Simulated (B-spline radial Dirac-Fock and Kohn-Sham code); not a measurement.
## Atomic SCF run for Dy

ΔSCF core binding energies without Breit or QED terms, calculated with a radial B-spline solver. Keys: rel is the Hamiltonian (dirac, or spin-free x2c and nr, where L3 and M5 stand for the whole 2p and 3d shells), method is hf or an exchange,correlation pair (spin-unpolarised, also for the hole states), nuc the nuclear model, radius_factor scales its radius, rmax is the box in bohr, h the logarithmic mesh step, order the B-spline order, points the quadrature points per cell, c_factor scales the speed of light, and damp, ndamp, maxit and tol steer the iteration. The run stops when the commutator error falls below 10·tol·max(1, Z/10), or the numerical noise floor, and the energy has settled to about 1e-8 Ha; the virial ratio is −V/T.

Input (task.json):

```json
{"items": [{"Z": 66, "q": 0, "cfg": [[1, 0, 2], [2, 0, 2], [2, 1, 6], [3, 0, 2], [3, 1, 6], [3, 2, 10], [4, 0, 2], [4, 1, 6], [4, 2, 10], [4, 3, 10], [5, 0, 2], [5, 1, 6], [6, 0, 2]], "A": 164, "rrms": 5.2218, "do": "settings", "holes": ["K", "L3", "M5"],
  "settings": [{"rel": "dirac", "method": "hf", "nuc": "fermi", "radius_factor": 1.0, "rmax": 45.0, "h": 2.0, "order": 8, "points": 10, "c_factor": 1.0, "maxit": 97, "damp": 0.5, "ndamp": 3, "tol": 1e-08}]}]}
```

Command: `python xray2_run.py task.json out`

Ground-state iterations:

```
iter   energy (Ha)        error
   1    -9488.52121517  1.16e+01
   2    -9896.86505642  4.75e+00
   3    -9904.73347790  2.20e+00
   4    -9907.73776404  9.10e-01
   5    -9908.84445668  2.57e-01
   6    -9908.89550605  1.25e-02
   7    -9908.89798553  3.58e-03
   8    -9908.89824312  3.46e-04
   9    -9908.89825009  5.53e-05
  10    -9908.89825027  9.13e-06
  11    -9908.89825028  6.67e-07
  12    -9908.89825028  5.98e-08
```

The ground state converged in 12 iterations, with total energy -9908.89825 Ha, virial ratio 2.33427 and highest orbital energy -3.94 eV. ΔSCF binding energies: K (1s) 50070.6 eV, L3 (2p3/2) 6552.8 eV, M5 (3d5/2) 1741.3 eV.

Question: One setting is unsound. Which, and why?

Answer: h is too large to resolve the orbitals. With the default settings (Dirac Hartree-Fock): The ground state converged in 13 iterations, with total energy -12161.50569 Ha, virial ratio 1.91191 and highest orbital energy -5.11 eV. ΔSCF binding energies: K (1s) 54026.5 eV, L3 (2p3/2) 7810.4 eV, M5 (3d5/2) 1299.1 eV.
